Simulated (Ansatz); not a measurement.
ethyl methyl carbonate (SMILES CCOC(=O)OC) moved off its minimum; all values from Ansatz (a quantum-chemistry and plane-wave program), cores frozen in correlated methods.
(charge 0, multiplicity 1)
```xyz
15

C     -2.96878    -0.27581    -0.04802
C     -1.80012     0.38489     0.30239
O     -0.71631    -0.42628    -0.30386
C      0.51726     0.17490     0.01516
O      0.75979     1.15075     0.55524
O      1.49297    -0.69967    -0.52137
C      2.87563    -0.26342    -0.36763
H     -2.97838    -1.36422     0.40981
H     -3.92551     0.16563     0.31186
H     -3.18204    -0.61782    -1.08866
H     -1.73177     1.37575    -0.07669
H     -1.65108     0.41800     1.31747
H      3.52344    -0.95350    -0.71700
H      2.94111     0.77044    -0.75606
H      3.04887    -0.05959     0.80466
```

```
level                largest force (eV/Å)  on atom  rms difference from CCSD(T)/aug-cc-pVTZ (eV/Å)  dipole (D)
-------------------  --------------------  -------  ----------------------------------------------  ----------
HF/def2-TZVPP                        8.84       C1                                           0.675        0.60
PBE/def2-TZVPP                       8.25       C4                                           0.218        0.51
r2SCAN/def2-TZVPP                    7.96       C4                                           0.149        0.53
B3LYP/def2-TZVPP                     7.97       C4                                           0.164        0.53
wB97M-V/def2-TZVPP                   8.11       C4                                           0.163        0.55
MP2/aug-cc-pVTZ                      8.43       C4                                           0.061        0.61
CCSD(T)/aug-cc-pVTZ                  8.43       C4                                           0.000        0.58
```

The differences count from one level among others, with limits of its own. Forces at CCSD(T)/aug-cc-pVTZ (eV/Å):

```
atom      Fx      Fy      Fz
----  ------  ------  ------
C1    -5.698  -5.508  -0.462
C2     3.360   0.673  -1.935
O3     1.803   1.928   1.267
C4    -0.216  -7.218  -4.350
O5     0.520   4.931   2.856
O6    -0.780   0.398   0.259
C7    -3.215   4.241   4.609
H8     0.106   1.939  -0.261
H9     0.755   0.090  -0.064
H10    0.721   1.154   0.192
H11    0.164   0.998  -0.466
H12    0.417   0.079   2.573
H13    1.769  -2.236  -1.436
H14    0.404  -0.681  -0.419
H15   -0.111  -0.789  -2.364
```
